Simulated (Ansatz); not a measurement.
`[CH3][V](=[O])([OH])[Cl]` + H₂O → `[CH3][V](=[O])([OH])[OH]` + HCl at 700 K and 1 bar (formal hydrolysis of a V–Cl bond).

Calculated with Ansatz (gas phase, PBE0-D4/def2-TZVP geometries, no zero-point term in ΔE). CCSD(T)/CBS adds triple-zeta CCSD(T) − MP2 to the extrapolated MP2 energy (def2 sets, frozen cores). This one scheme is used for every species. For V outer-core shells are correlated without core-valence functions, which leaves a few kJ/mol of doubt a bond. Scalar relativity is left out up to krypton. Each species was taken in one conformer, which may not be the lowest.

```
                   species  CCSD(T)/CBS energy (Eh)  H − E (kJ/mol)  S (J/(mol·K))
`[CH3][V](=[O])([OH])[Cl]`              -1594.15676           219.2          471.4
                       H₂O                -76.37941            80.5          218.4
`[CH3][V](=[O])([OH])[OH]`              -1210.13953           255.8          478.1
                       HCl               -460.38127            38.4          211.8
```

H − E and S are ideal-gas, rigid-rotor, harmonic terms from PBE0-D4/def2-TZVP, for one conformer and one mirror image of each species. 1 Eh = 2625.50 kJ/mol, R = 8.31446 J/(mol·K).

Problem. By hand: ΔE, ΔH, ΔS and ΔG.

Solution. ΔE = (-1210.13953) + (-460.38127) − (-1594.15676) − (-76.37941) = 0.01537 Eh = 40.4 kJ/mol. Δ(H − E) = 255.8 + 38.4 − 219.2 − 80.5 = -5.5, so ΔH = 34.9 kJ/mol. ΔS = 478.1 + 211.8 − 471.4 − 218.4 = 0.1 J/(mol·K). ΔG = 34.9 − 700 × (0.1)/1000 = 34.8 kJ/mol.

Problem. By hand: the equilibrium constant, and the temperature at which ΔG would vanish if ΔH and ΔS stayed fixed.

Solution. log₁₀ K = −ΔG/(RT ln 10) = -2.6. ΔG = 0 at ΔH/ΔS = 349000 K, far beyond where these terms or the molecules hold.

The number of gas molecules stays the same, so ΔS is small and ΔH decides. A doubt of 5 kJ/mol in ΔE shifts log₁₀ K by 0.4 here. Other conformers and mirror images would add mixing entropy, several J/(mol·K) or more a flexible species. These are equilibria of isolated gas molecules and say nothing of rates. Largest T1 diagnostic: 0.031 (customary marks: 0.02 for closed shells, 0.045 for open ones).
